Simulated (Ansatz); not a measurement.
The cluster In2Ga⁻ was relaxed with r2SCAN-D4 (def2-TZVPD) in Ansatz in these states: charge -1 quintet, charge -1 triplet. The geometries follow in no particular order.

In the def2 sets In takes a core potential; there is no spin–orbit coupling.

A:

Cartesian coordinates in Å:
```
Ga -1.327 0.710 -0.602
In 0.624 0.583 1.495
In 0.703 -1.293 -0.894
```

B:

```xyz
3

Ga    0.7367    1.0509    0.5806
In   -1.5213    0.4764   -0.6408
In    0.7847   -1.5273    0.0602
```

**Question.** Judge from the bond lengths which geometry belongs to which state (an estimate).

**Answer.** A is the charge -1 quintet (Ga1–In3 2.867 Å, Ga1–In2 2.867 Å, In2–In3 3.039 Å); B is the charge -1 triplet (Ga1–In3 2.631 Å, Ga1–In2 2.631 Å, In2–In3 3.134 Å).

At r2SCAN-D4/def2-TZVPD the highest occupied level of the charge -1 quintet lies above zero (up to 0.45 eV). It is a level of α spin, whose loss leaves a quartet; that state wasn't run at this geometry and level. The electron is either unbound and held by the finite basis, or the level is raised by self-interaction error. At r2SCAN-D4/def2-TZVPD the highest occupied level of the charge -1 triplet lies above zero (up to 0.25 eV). It is a level of β spin, whose loss leaves a quartet; that state wasn't run at this geometry and level. The electron is either unbound and held by the finite basis, or the level is raised by self-interaction error. At PBE0-D4/def2-TZVPD a broken-symmetry singlet lies 0.10 eV below the charge -1 quintet. These are the stationary points nearest to one start from a short search; other shapes may lie lower in each state.
